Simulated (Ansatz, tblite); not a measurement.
Removing and adding an electron: GeBr₂. Total charge 0; singlet. Geometry: PBE0-D4/def2-TZVP. Ansatz, gas phase; energy differences of separate SCF runs; the oxidised species was run as a doublet alone; the reduced species was run as a doublet alone.

```xyz
3

Ge   -0.4948    0.8606    0.0177
Br   -0.7523   -1.0335    1.3695
Br    1.2472    0.1730   -1.3872
```

The xTB rows come from tblite.

Q: Estimate orbital energies and vertical ionisation energies and electron affinities at: GFN1-xTB; GFN2-xTB; PBE-D4/def2-TZVP; PBE-D4/def2-TZVPD; r2SCAN-D4/def2-TZVP; r2SCAN-D4/def2-TZVPD; PBE0-D4/def2-TZVP; PBE0-D4/def2-TZVPD.

A: 
| level | −HOMO (eV) | vertical IE (eV) | −LUMO (eV) | vertical EA (eV) | HOMO–LUMO gap (eV) | IE − EA (eV) | remarks |
| --- | --- | --- | --- | --- | --- | --- | --- |
| GFN1-xTB | 9.80 | 13.63 | 7.54 | – | 2.26 | – | – |
| GFN2-xTB | 11.64 | 14.99 | 8.28 | 4.84 | 3.36 | 10.15 | – |
| PBE-D4/def2-TZVP | 6.74 | 9.61 | 3.90 | – | 2.84 | – | – |
| PBE-D4/def2-TZVPD | 6.78 | – | 3.93 | 1.32 | 2.85 | – | HOMO above zero (-1 doublet) |
| r2SCAN-D4/def2-TZVP | 7.03 | 9.77 | 3.90 | – | 3.12 | – | – |
| r2SCAN-D4/def2-TZVPD | 7.05 | – | 3.92 | 1.50 | 3.13 | – | HOMO above zero (-1 doublet) |
| PBE0-D4/def2-TZVP | 7.79 | 9.81 | 3.22 | – | 4.58 | – | – |
| PBE0-D4/def2-TZVPD | 7.82 | – | 3.24 | 1.48 | 4.58 | – | HOMO above zero (-1 doublet) |

   A HOMO above zero means that the electron is unbound at that level or that self-interaction error raises the level; the energy of removing that electron tells which. Raw xTB energy differences between charge states are shifted by several eV; the methods need an empirical correction for them.
